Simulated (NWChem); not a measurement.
## Lowest excitation of C2H5Be (+1)

```
C
H 1 1.1092
H 1 1.1092 2 106.38
C 1 1.5393 2 112.29 3 123.21
H 4 1.0992 1 112.53 2 -178.15
H 4 1.0992 5 108.92 1 125.51
H 4 1.1035 5 107.42 6 116.05
Be 1 1.6907 2 103.47 3 -108.67
```
Charge +1, spin multiplicity 1.

Everything below was run with NWChem. The geometry was optimised at B3LYP/def2-SVP, a minimum by its harmonic frequencies.

Basis set: def2-SVP.

Relative cost: rough, from shared machines, SCF included, CIS = 1.

The correlated methods keep 3 core orbitals frozen. B3LYP has NWChem's definition, with VWN1-RPA local correlation. The spin multiplicity of the parent species was assumed, not shown to be that of its ground state. The structure started from a generated list of species. No row is a measurement; the coupled-cluster row has its own basis-set and correlation limits.

| method | lowest vertical singlet excitation energy (eV) | relative cost |
|---|---|---|
| CIS | 4.10 | 1 |
| TD-BHandHLYP | [?] | under 3 |
| TD-PBE | [?] | under 3 |
| EOM-CCSD | 3.44 | 5 |
| TD-B3LYP | 3.07 | 3 |

Problem. Fill in the missing entries.

Solution. 
- TD-BHandHLYP, lowest vertical singlet excitation energy (eV): 3.49
- TD-PBE, lowest vertical singlet excitation energy (eV): 2.72
